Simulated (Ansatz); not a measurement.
CrO2. Charge 0, multiplicity 1. Geometry PBE-D4/def2-TZVP.

```xyz
3

Cr   -0.4095    0.2035   -0.9758
O    -0.3715   -0.4858    0.6497
O     0.7810    0.2823    0.3261
```

LC-ωPBE has ω = 0.4 bohr⁻¹. HSE06 is defined as in plane-wave codes, on full-range PBE exchange. The structure holds 1 bond(s) between oxygen atoms. At PBE-D4/def2-TZVP an occupied level lies above an empty one. Another isomer (triplet) lies 5.12 eV lower at PBE0-D4/def2-TZVP; other spin states weren't run for this one.

Task: Estimate the orbital energies around the gap (eV) in Ansatz with PBE-D4/def2-TZVP, r2SCAN-D4/def2-TZVP, PBE0-D4/def2-TZVP, HSE06-D4/def2-TZVP, LC-ωPBE/def2-TZVP.

Result: 
| orbital | PBE-D4/def2-TZVP | r2SCAN-D4/def2-TZVP | PBE0-D4/def2-TZVP | HSE06-D4/def2-TZVP | LC-ωPBE/def2-TZVP |
| --- | --- | --- | --- | --- | --- |
| HOMO−5 | -10.56 | -10.64 | -11.60 | -11.19 | -14.33 |
| HOMO−4 | -10.33 | -10.38 | -11.33 | -10.92 | -14.13 |
| HOMO−3 | -7.57 | -7.52 | -8.32 | -7.92 | -10.94 |
| HOMO−2 | -6.01 | -5.89 | -6.67 | -6.26 | -9.30 |
| HOMO−1 | -4.34 | -4.59 | -6.05 | -5.63 | -8.80 |
| HOMO | -3.65 | -3.89 | -5.37 | -4.96 | -8.10 |
| LUMO | -4.10 | -3.61 | -2.43 | -2.80 | -0.39 |
| LUMO+1 | -3.45 | -3.04 | -1.93 | -2.33 | 0.74 |
| LUMO+2 | -3.16 | -2.79 | -1.57 | -1.97 | 1.04 |
| LUMO+3 | -2.45 | -2.09 | -0.94 | -1.33 | 1.45 |
| LUMO+4 | -0.08 | 0.67 | 1.71 | 1.35 | 3.61 |
| LUMO+5 | 0.78 | 1.08 | 2.04 | 1.67 | 3.68 |
